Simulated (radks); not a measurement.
The numbers below are computed, except where a source is named.
Fe4+, 22 electrons, occupied as [Ne] 3s2 3p4 3d6 (not the ground configuration). Code: a radial shooting solver on a logarithmic mesh with Libxc functionals. Model: scalar-relativistic Kohn-Sham, PBE, spin-polarised, spherical densities, point nucleus; open shells are filled with parallel spins first.

Local quantities along the radius. ELF = 1/(1 + alpha^2) is the electron localisation function; alpha = (tau - tau_W)/tau_unif compares the Pauli kinetic energy density with that of the uniform gas (summed over spins); s = |grad rho|/(2 (3 pi^2)^(1/3) rho^(4/3)) is the reduced gradient; 4 pi r^2 rho is in e/bohr; r v_xc is r times the local exchange-correlation potential of spin up (hartree bohr). tau is taken from the large components.

| r (bohr) | ELF | alpha | s | 4 pi r^2 rho | r v_xc |
|---|---|---|---|---|---|
| 0.0022 | 1.000 | 0.01559 | 0.4858 | 0.7247 | -0.08745 |
| 0.002501 | 1.000 | 0.01570 | 0.4749 | 0.9173 | -0.09336 |
| 0.002865 | 1.000 | 0.01590 | 0.4653 | 1.176 | -0.1006 |
| 0.003256 | 1.000 | 0.01617 | 0.4581 | 1.481 | -0.1084 |
| 0.003701 | 1.000 | 0.01654 | 0.4525 | 1.861 | -0.1171 |
| 0.004207 | 1.000 | 0.01701 | 0.4484 | 2.330 | -0.1270 |
| 0.004781 | 1.000 | 0.01760 | 0.4457 | 2.908 | -0.1381 |
| 0.005434 | 1.000 | 0.01833 | 0.4445 | 3.614 | -0.1505 |
| 0.006225 | 1.000 | 0.01930 | 0.4447 | 4.530 | -0.1651 |
| 0.007075 | 1.000 | 0.02043 | 0.4463 | 5.572 | -0.1804 |
| 0.008042 | 1.000 | 0.02183 | 0.4495 | 6.813 | -0.1972 |
| 0.00914 | 0.999 | 0.02356 | 0.4541 | 8.275 | -0.2156 |
| 0.01039 | 0.999 | 0.02572 | 0.4604 | 9.972 | -0.2356 |
| 0.01181 | 0.999 | 0.02845 | 0.4686 | 11.91 | -0.2571 |
| 0.01353 | 0.999 | 0.03217 | 0.4794 | 14.23 | -0.2816 |
| 0.01537 | 0.999 | 0.03673 | 0.4920 | 16.63 | -0.3061 |
| 0.01747 | 0.998 | 0.04273 | 0.5071 | 19.19 | -0.3316 |
| 0.01986 | 0.997 | 0.05076 | 0.5252 | 21.82 | -0.3580 |
| 0.02257 | 0.996 | 0.06172 | 0.5465 | 24.41 | -0.3846 |
| 0.02565 | 0.994 | 0.07703 | 0.5717 | 26.81 | -0.4111 |
| 0.02939 | 0.990 | 0.1006 | 0.6029 | 28.97 | -0.4381 |
| 0.0334 | 0.982 | 0.1336 | 0.6367 | 30.45 | -0.4617 |
| 0.03796 | 0.968 | 0.1832 | 0.6744 | 31.23 | -0.4825 |
| 0.04315 | 0.937 | 0.2595 | 0.7147 | 31.23 | -0.4999 |
| 0.04904 | 0.875 | 0.3780 | 0.7536 | 30.45 | -0.5133 |
| 0.05618 | 0.752 | 0.5737 | 0.7849 | 28.92 | -0.5232 |
| 0.06386 | 0.584 | 0.8435 | 0.7909 | 27.12 | -0.5290 |
| 0.07258 | 0.416 | 1.184 | 0.7556 | 25.41 | -0.5323 |
| 0.08249 | 0.307 | 1.503 | 0.6665 | 24.25 | -0.5346 |
| 0.09375 | 0.272 | 1.638 | 0.5353 | 24.07 | -0.5445 |
| 0.1066 | 0.307 | 1.501 | 0.4041 | 25.09 | -0.5785 |
| 0.1221 | 0.421 | 1.173 | 0.3142 | 27.40 | -0.6449 |
| 0.1387 | 0.569 | 0.8699 | 0.2914 | 30.23 | -0.7173 |
| 0.1577 | 0.701 | 0.6529 | 0.3167 | 32.90 | -0.7838 |
| 0.1792 | 0.784 | 0.5244 | 0.3737 | 34.49 | -0.8366 |
| 0.2037 | 0.821 | 0.4672 | 0.4518 | 34.25 | -0.8705 |
| 0.2315 | 0.816 | 0.4755 | 0.5459 | 31.88 | -0.8823 |
| 0.2652 | 0.748 | 0.5800 | 0.6570 | 27.40 | -0.8701 |
| 0.3015 | 0.590 | 0.8341 | 0.7516 | 22.33 | -0.8403 |
| 0.3426 | 0.367 | 1.314 | 0.7831 | 17.66 | -0.8014 |
| 0.3894 | 0.224 | 1.859 | 0.6770 | 14.47 | -0.7682 |
| 0.4426 | 0.215 | 1.913 | 0.4559 | 13.22 | -0.8073 |
| 0.5071 | 0.342 | 1.386 | 0.2823 | 13.68 | -0.9379 |
| 0.5763 | 0.543 | 0.9180 | 0.2594 | 14.83 | -1.040 |
| 0.655 | 0.690 | 0.6696 | 0.3227 | 15.59 | -1.118 |
| 0.7444 | 0.754 | 0.5715 | 0.4239 | 15.22 | -1.164 |
| 0.8461 | 0.761 | 0.5611 | 0.5466 | 13.55 | -1.170 |
| 0.9616 | 0.725 | 0.6166 | 0.6932 | 10.96 | -1.136 |
| 1.102 | 0.637 | 0.7551 | 0.8882 | 7.853 | -1.059 |
| 1.252 | 0.503 | 0.9931 | 1.128 | 5.194 | -0.9522 |
| 1.423 | 0.337 | 1.401 | 1.452 | 3.121 | -0.8233 |
| 1.617 | 0.185 | 2.102 | 1.902 | 1.705 | -0.6948 |
| 1.838 | 0.083 | 3.326 | 2.556 | 0.8449 | -0.5961 |
| 2.089 | 0.032 | 5.544 | 3.557 | 0.3772 | -0.5349 |
| 2.394 | 0.009 | 10.22 | 5.317 | 0.1403 | -0.4766 |
| 2.721 | 0.003 | 19.80 | 8.233 | 0.04762 | -0.3925 |
| 3.092 | 0.001 | 42.87 | 13.60 | 0.01356 | -0.2870 |
| 3.514 | 0.000 | 106.3 | 24.13 | 0.003145 | -0.1873 |
| 3.994 | 0.000 | 309.2 | 46.42 | 0.0005746 | -0.1103 |

On this mesh the ELF has minima near r = 0.094, 0.44 bohr, which separate the shells, and maxima near 0.20 (0.82), 0.85 (0.76).
